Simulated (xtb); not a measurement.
5-(furan-2-yl)pyrimidine (C₈H₆N₂O), SMILES c1ncncc1-c1occc1. All values are semi-empirical tight-binding results from xtb (GFN2-xTB unless named), good for trends rather than for accurate numbers. Coordinates come from a GFN2-xTB optimisation. The values are those of a single conformer.

Optimised geometry:

Bonded distances (Å): C1–C2 1.363, C1–C11 1.411, C1–H12 1.070, C2–O3 1.338, C2–H13 1.072, O3–C4 1.355, C4–C5 1.443, C4–C11 1.375, C5–C6 1.401, C5–C10 1.400, C6–N7 1.319, C6–H14 1.082, N7–C8 1.321, C8–N9 1.322, C8–H15 1.082, N9–C10 1.319, C10–H16 1.082, C11–H17 1.070. Bond angles (°): C2–C1–C11 105.9, C2–C1–H12 127.1, C11–C1–H12 127.0, C1–C2–O3 110.9, C1–C2–H13 131.9, O3–C2–H13 117.2, C2–O3–C4 107.4, O3–C4–C5 119.0, O3–C4–C11 109.5, C5–C4–C11 131.4, C4–C5–C6 122.0, C4–C5–C10 123.0, C6–C5–C10 115.0, C5–C6–N7 122.5, C5–C6–H14 121.0, N7–C6–H14 116.5, C6–N7–C8 117.0, N7–C8–N9 126.2, N7–C8–H15 116.9, N9–C8–H15 116.9, C8–N9–C10 117.1, C5–C10–N9 122.4, C5–C10–H16 121.6, N9–C10–H16 116.1, C1–C11–C4 106.3, C1–C11–H17 126.7, C4–C11–H17 127.0.
Charge 0, spin multiplicity 1.

```json
{
  "point_group_as_xtb_finds_it": "Cs",
  "orbital_gap": "2.50 eV",
  "dipole_moment": "3.12 D",
  "zero_point_energy": "77.1 kcal/mol",
  "G − E(el) at 298.15 K (modified RRHO)": "55.9 kcal/mol",
  "static polarisability (D4 model)": "103.5 bohr³",
  "solvation energy, GFN2-xTB/ALPB(water)": "-4.8 kcal/mol",
  "solvation energy, GFN2-xTB/ALPB(hexane)": "-7.2 kcal/mol"
}
```

**Question.** Give the IR lines (harmonic; lines under 4 % of the strongest left out, lines within 3 cm⁻¹ merged). (The exact figures need the calculation; the answer reports its results.)

**Answer.** ν (cm⁻¹): 453 (w), 609 (w), 703 (m), 771 (w), 818 (w), 908 (m), 1018 (w), 1045 (m), 1118 (m), 1152 (w), 1223 (w), 1235 (w), 1287 (m), 1368 (w), 1380 (w), 1409 (w), 1473 (s), 1543 (vs), 1553 (w), 1569 (w), 3058 (m), 3063 (w), 3066 (w), 3186 (w), 3195 (w) (against the strongest line: vs over 80 %, s over 45 %, m over 15 %, w over 4 %, vw less)

**Question.** Give the atomic charges and the Wiberg bond orders between heavy atoms. (The exact figures need the calculation; the answer reports its results.)

**Answer.** charges (e) C1 -0.06, C2 0.08, O3 -0.18, C4 0.10, C5 -0.01, C6 0.08, N7 -0.23, C8 0.15, N9 -0.23, C10 0.07, C11 -0.06, H12 0.05, H13 0.05, H14 0.05, H15 0.05, H16 0.05, H17 0.04. Bond orders C1–C2 1.58, C2–O3 1.15, O3–C4 1.10, C4–C5 1.10, C5–C6 1.35, C6–N7 1.46, N7–C8 1.42, C8–N9 1.42, C5–C10 1.35, N9–C10 1.46, C1–C11 1.32, C4–C11 1.51.
